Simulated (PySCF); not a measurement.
This PySCF input asks for the NMR shieldings of `PB(/C(=C/C)C)N`, C$_{4}$H$_{11}$BNP; the geometry comes from GFN2-xTB.

```python
import basis_set_exchange as bse
import numpy as np
from pyscf import gto, dft
from pyscf.prop import nmr

atoms = """
C    -2.488146    0.590529    0.433062
C    -1.009752    0.585805    0.659537
C    -0.136292   -0.153707   -0.032966
C    -0.637725   -1.054771   -1.132099
B     1.401189   -0.092433    0.243653
N     1.887657    0.164827    1.515239
P     2.663206   -0.480259   -1.157024
H    -2.897977   -0.410481    0.572822
H    -2.719457    0.892911   -0.589277
H    -2.989158    1.270422    1.116842
H    -0.648365    1.248976    1.434345
H    -1.262140   -1.846931   -0.718457
H    -1.242504   -0.498737   -1.848804
H     0.195016   -1.515809   -1.661628
H     2.867131    0.200953    1.745897
H     1.292236    0.299678    2.315680
H     3.611708    0.461671   -0.789917
H     2.104613    0.343674   -2.118564
"""
names = dict.fromkeys(["C", "B", "N", "P", "H"], "pcSseg-1")
basis = {el: gto.basis.parse(bse.get_basis(n, elements=[el], fmt="nwchem")) for el, n in names.items()}
mol = gto.M(atom=atoms, basis=basis, charge=0, verbose=0)
mf = dft.RKS(mol, xc="PBE0")
mf.grids.level = 2
mf.grids.alignment = dft.numint.BLKSIZE   # the property module wants whole blocks of grid points
mf.conv_tol = 1e-9
mf.kernel()

calc = nmr.RKS(mf)   # GIAO
C = mf.mo_coeff
Co = C[:, mf.mo_occ > 0]
resp = mf.gen_response(singlet=True, hermi=2)
def vind(x):   # induced exchange potential for any number of trial vectors
    d = np.einsum("pi,xij,qj->xpq", C, 2 * x.reshape(-1, C.shape[1], Co.shape[1]), Co, optimize=True)
    return np.einsum("xpq,pi,qj->xij", resp(d - d.transpose(0, 2, 1)), C, Co, optimize=True).ravel()
mo1, _ = nmr.rhf.solve_mo1(calc, with_cphf=vind)
sigma = calc.kernel(mo1)
for i, s in enumerate(sigma):   # ppm
    w = np.linalg.eigvalsh((s + s.T) / 2)
    print("%2d %-2s iso %8.1f  s11 %8.1f  s22 %8.1f  s33 %8.1f" % (i, mol.atom_pure_symbol(i), w.mean(), *w))
```

Question: Give the expected output.

Answer: 
```
 0 C  iso    170.5  s11    155.5  s22    172.8  s33    183.2
 1 C  iso     49.2  s11    -63.7  s22     54.0  s33    157.1
 2 C  iso     36.3  s11    -80.4  s22     19.8  s33    169.7
 3 C  iso    166.9  s11    156.0  s22    165.2  s33    179.5
 4 B  iso     56.2  s11     18.6  s22     37.0  s33    112.9
 5 N  iso    160.8  s11     76.8  s22    196.8  s33    208.9
 6 P  iso    566.8  s11    499.5  s22    579.6  s33    621.4
 7 H  iso     30.0  s11     25.8  s22     28.6  s33     35.6
 8 H  iso     29.9  s11     25.6  s22     28.8  s33     35.4
 9 H  iso     29.9  s11     25.5  s22     28.3  s33     35.9
10 H  iso     25.4  s11     22.1  s22     24.3  s33     29.9
11 H  iso     30.1  s11     26.0  s22     28.2  s33     35.9
12 H  iso     29.9  s11     26.1  s22     28.7  s33     35.0
13 H  iso     29.7  s11     24.1  s22     30.3  s33     34.8
14 H  iso     27.9  s11     21.9  s22     26.8  s33     34.8
15 H  iso     27.6  s11     21.9  s22     25.7  s33     35.1
16 H  iso     30.3  s11     25.3  s22     28.0  s33     37.7
17 H  iso     30.1  s11     24.9  s22     29.1  s33     36.4
```

These numbers come from an equivalent density-fitted implementation of the same equations, which agrees with the script to about 0.01 ppm for H and up to a few tenths of a ppm for heavy atoms, so last digits may differ.

Size and cost of the density-fitted run: 181 basis functions, 49 s wall time on 1 thread of an Arm Neoverse N1, shared host; peak memory 0.82 GiB.
